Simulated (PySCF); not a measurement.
SMILES COC1=CC=CB1, C5H7BO

Geometry:
```csv
atom,x (Å),y (Å),z (Å)
C1,-1.763,0.452,0.069
O2,-0.669,-0.328,-0.341
C3,0.557,0.192,-0.215
C4,1.687,-0.456,-0.572
C5,2.865,0.411,-0.296
C6,2.563,1.623,0.236
B7,1.022,1.641,0.358
H8,-2.664,-0.146,-0.113
H9,-1.836,1.391,-0.505
H10,-1.710,0.698,1.143
H11,1.751,-1.459,-0.998
H12,3.880,0.060,-0.520
H13,3.312,2.372,0.494
H14,0.299,2.513,0.776
```

The calculation used quadratic response CAM-B3LYP/def2-TZVPD first hyperpolarisability, Taylor convention, gas phase (PySCF). Geometry: PBE0-D3(BJ)/def2-SVP.

Problem. Give β for the processes computed.

Solution. In au, Taylor convention; the vector part is βᵢ = ⅓ Σⱼ (βᵢⱼⱼ + βⱼᵢⱼ + βⱼⱼᵢ); β∥ is 3/5 of the vector part along the dipole, the dipole points from − to +:
```csv
process,λ (nm),β vector norm,β∥,β HRS,depolarisation ratio
"static β(0;0,0)",∞,550.5,142.0,221.8,5.51
"second harmonic β(−2ω;ω,ω)",1907,953.9,258.5,387.7,5.28
"Pockels β(−ω;ω,0)",1907,622.8,164.2,–,–
"Pockels β(−ω;ω,0)",1064,976.1,260.5,–,–
```

Second harmonics within 0.3 eV of the first excitation or beyond it are left out.

Problem. Which lowest excitations, dipole and polarisabilities go with it?

Solution. S1 1.67 eV (f = 0.007); S2 4.25 eV (f = 0.000); S3 4.74 eV (f = 0.001); dipole 0.77 D; isotropic α 77.6 au static, 78.2 au at 1907 nm, 80.2 au at 1064 nm, 81.5 au at 953.5 nm.
